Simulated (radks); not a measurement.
The numbers below are computed, except where a source is named.
Q: Species: Ne II. Configuration: [He] 2s2 2p5 (the NIST ground configuration). Level of theory: scalar-relativistic Kohn-Sham, PBEsol, spin-polarised, spherical densities, finite nucleus; open shells are filled with parallel spins first; Fermi nuclear charge, rms radius 3.0055 fm (a radial shooting solver on a logarithmic mesh with Libxc functionals). Some entries of the table are withheld. Estimate them.

orbital,occ.,eigenvalue (hartree),r(max) (bohr)
1s up,1,-31.28254,(1)
1s down,1,-31.24846,(2)
2s up,1,(3),0.6717
2s down,1,(4),0.6748
2p up,3,-1.21713,0.6006
2p down,2,-1.14220,0.6068

A: 
(1) 1s up r(max) (bohr): 0.1028
(2) 1s down r(max) (bohr): 0.1028
(3) 2s up eigenvalue (hartree): -2.06998
(4) 2s down eigenvalue (hartree): -1.99701
